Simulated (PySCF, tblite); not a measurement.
Isomers of [C4H10NSi2]- (charge -1), one GFN2-xTB conformer each. Single-point energies are computed at PBE0/pcSseg-1 (PySCF, gas phase, no added dispersion term), electronic only.

Task: Rank them by PBE0/pcSseg-1 energy, lowest first (kJ/mol).
A. `[CH2:1]=[CH:2][SiH:3]([CH:4]=[CH2:5])[N-:6][SiH3:7]` (charge -1) with C1–C2–Si3–C4 146°, C2–Si3–C4–C5 -30°, C2–Si3–N6–Si7 62°
B. `[CH3:1][C:2]#[C:3][Si@H:4]([CH3:5])[N-:6][SiH3:7]` (charge -1) with C3–Si4–N6–Si7 -73°

Result: B (0.0), A (24.1).

GFN2-xTB itself gives, in the same order: 0.0, 43.8. Both levels put the same isomer lowest.

Task: What happens when harmonic zero-point energies from GFN2-xTB frequencies are added?

Result: 
| SMILES | ZPE (kJ/mol) | electronic (kJ/mol) | with ZPE (kJ/mol) |
| --- | --- | --- | --- |
| CC#C[Si@H](C)[N-][SiH3] | 308.4 | 0.0 | 0.0 |
| C=C[SiH](C=C)[N-][SiH3] | 307.0 | 24.1 | 22.7 |

The zero-point energies span 1.4 kJ/mol. The order is unchanged.
